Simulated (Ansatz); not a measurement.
Cl$_{3}$Sc, charge +1, doublet, geometry from GFN2-xTB (such geometries of metal compounds can be far from the true shape) (the multiplicity is a formal guess). Base run: B3LYP/6-31G run with Ansatz (a quantum-chemistry and plane-wave program).

Geometry (Å):
```xyz
4

Sc     0.1830     0.5324     0.3407
Cl     1.9215    -0.5390    -0.7135
Cl    -0.8155    -1.0928     1.6225
Cl    -1.3321     0.9741    -1.3299
```
Charge +1, spin multiplicity 2.
Orbitals are unrestricted.
All else is at Ansatz's defaults.
Base energy -2141.07185 Eh.

Variants of this job, named by their change:

```
change                                                           ΔE vs base (mEh)
---------------------------------------------------------------  ----------------
base                                                                        0.000
nuclear_model = gaussian                                                    2.406
final_grid = 6, 12, 29                                                     -0.004
lower_state_search = light                                                  0.000
final_grid = 10, 20, 41                                                     0.000
forces = on                                                                 0.000
final_grid = 14, 28, 59                                                     0.000
lower_state_search = full                                                   0.000
fitting.mean_field = def2-universal-JKFIT                                  -0.018
point_charge = charge:0.5 position_ang:-0.3122, 2.3676, -4.5273            47.885
final_grid = 4, 8, 17                                                       0.404
```
